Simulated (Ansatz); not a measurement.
Reaction (ligand exchange at a B–C bond): `CCBSC` + H₂Te → `CSB[TeH]` + `CC`

Computed with Ansatz on PBE0-D4/def2-TZVP structures; ΔE is electronic, products minus reactants. CCSD(T)/CBS adds triple-zeta CCSD(T) − MP2 to the extrapolated MP2 energy (def2 sets, frozen cores). This one scheme is used for every species. Functionals use def2-TZVPP. Elements past krypton have def2 core potentials. For Te outer-core shells are correlated without core-valence functions, which leaves a few kJ/mol of doubt a bond. Each species was taken in one conformer, which may not be the lowest.

`CCBSC`:

Z-matrix (Å, degrees):
```
C
C 1 1.524
H 1 1.093 2 111.1
H 1 1.093 2 112.0 3 -120.4
H 1 1.093 2 111.1 3 119.1
B 2 1.566 1 115.4 3 -59.8
H 2 1.099 1 110.2 3 63.5
H 2 1.100 1 110.1 3 177.4
S 6 1.769 2 124.9 1 178.9
H 6 1.199 2 122.7 1 -1.3
C 9 1.808 6 105.4 2 -0.1
H 11 1.089 9 110.8 6 60.7
H 11 1.089 9 110.8 6 -61.2
H 11 1.089 9 107.5 6 179.8
```

H₂Te:

Cartesian coordinates in Å:
```
Te -0.616 -0.360 0.309
H -0.399 1.004 -0.604
H 1.015 -0.645 0.294
```

`CSB[TeH]`:

```xyz
9

C     1.101    0.728   -1.099
S    -0.561    0.563   -0.395
B    -0.372   -0.692    0.829
Te   -1.999   -1.359    2.033
H     1.809    1.033   -0.332
H     1.417   -0.210   -1.551
H     1.049    1.498   -1.868
H     0.679   -1.218    1.029
H    -3.123   -0.344    1.355
```

`CC`:

```xyz
8

C     0.309   -0.525    0.453
C    -0.309    0.525   -0.453
H     0.914   -0.068    1.239
H    -0.458   -1.132    0.940
H     0.957   -1.204   -0.107
H    -0.914    0.068   -1.239
H     0.458    1.132   -0.940
H    -0.957    1.204    0.107
```

```json
{"level": "PBE-D4", "ΔE (kcal/mol)": "-16.0"}
{"level": "PBE0-D4", "ΔE (kcal/mol)": "-15.4"}
{"level": "PBE0", "ΔE (kcal/mol)": "-15.6"}
{"level": "HF/def2-TZVPP", "ΔE (kcal/mol)": "-13.5"}
{"level": "CCSD/def2-TZVPP", "ΔE (kcal/mol)": "-14.3"}
{"level": "MP2/def2-QZVPP", "ΔE (kcal/mol)": "-17.6"}
{"level": "HF/CBS(def2)", "ΔE (kcal/mol)": "-13.4"}
{"level": "MP2/CBS(def2)", "ΔE (kcal/mol)": "-18.0"}
```

Q: What does CCSD(T)/CBS give? (Best estimate.)

A: Ansatz gave: -15.9 kcal/mol. The listed levels differ from it by -0.1, 0.5, 0.3, 2.4, 1.6, -1.7, 2.5, -2.1 kcal/mol.

Largest T1 diagnostic among the species: 0.013.

In def2-TZVPP, CCSD(T) changes the Hartree–Fock value by −1.5 kcal/mol (the triples alone add −0.7 kcal/mol) and MP2 by −3.7 kcal/mol.
